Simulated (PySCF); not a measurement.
# Energy of Au²⁺ (gold, charge +2) between two integer charges

The 5d beta orbital of [Xe] 4f14 5d9 is emptied in steps (occupation f), with all orbitals relaxed, ending at [Xe] 4f14 5d8. Calculation: PySCF 2.14, in aug-cc-pVDZ-PP with ECP60MDF; a scalar-relativistic core potential. The exact energy is a straight line in f; departures are measured from the line between the end points of the same method.

```
  f  UHF (eV)  LDA (eV)  PBE (eV)
  1     0.000     0.000     0.000
0.8     0.235    -1.025    -0.998
0.6     0.343    -1.545    -1.501
0.4     0.334    -1.552    -1.505
0.2     0.218    -1.038    -1.005
  0     0.000     0.000     0.000
```

| method | E(f=0) − E(f=1) (eV) | −ε at f=1 (eV) | −ε at f=0.4 (eV) |
| --- | --- | --- | --- |
| UHF | 30.865 | 32.374 | 30.546 |
| LDA | 33.317 | 26.942 | 34.581 |
| PBE | 32.875 | 26.665 | 34.113 |

Orbital energy along the path (eV):

| f | UHF | LDA | PBE |
| --- | --- | --- | --- |
| 1 | -32.374 | -26.942 | -26.665 |
| 0.8 | -31.713 | -29.445 | -29.116 |
| 0.6 | -31.107 | -31.995 | -31.603 |
| 0.4 | -30.546 | -34.581 | -34.113 |
| 0.2 | -30.024 | -37.194 | -36.637 |
| 0 | -29.536 | -39.821 | -39.171 |

Reference removal energy between the ground levels: 30 ± 1.6 eV (theoretical estimate listed by NIST; NIST Atomic Spectra Database, ionization energies). The calculation has no spin-orbit coupling. The determinant left behind need not be the lowest term of the ion. UHF lacks correlation.
